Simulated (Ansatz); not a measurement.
Mulliken charges of FGe2H5 (`[F][GeH2][GeH3]`) from PBE/def2-TZVPP in Ansatz (PBE0-D4/def2-TZVP geometry).

```tsv
atom	x (Å)	y (Å)	z (Å)	charge (e)
F1	-1.946	1.164	-0.522	-0.351
Ge2	-0.400	0.499	-0.999	0.403
Ge3	0.529	-0.565	0.972	-0.022
H4	-0.710	-0.475	-2.149	-0.023
H5	0.421	1.695	-1.511	-0.023
H6	0.724	0.478	2.081	0.008
H7	1.890	-1.183	0.613	0.002
H8	-0.416	-1.670	1.459	0.008
```

Q: By hand: the dipole of these point charges (1 e Å = 4.8032 D).

A: Σ q r = (0.523, -0.235, -0.127) e Å, of length 0.587 e Å = 2.82 D.

Q: How does the dipole of the full density compare? (Estimate.)

A: Computed: (0.371, -0.184, -0.034) e Å, 2.00 D; the point charges give 1.41 times that, at 8° from its direction.

Point charges leave out the atoms' own dipoles, such as those of lone pairs, and Mulliken's split depends on the basis, so the two needn't agree.
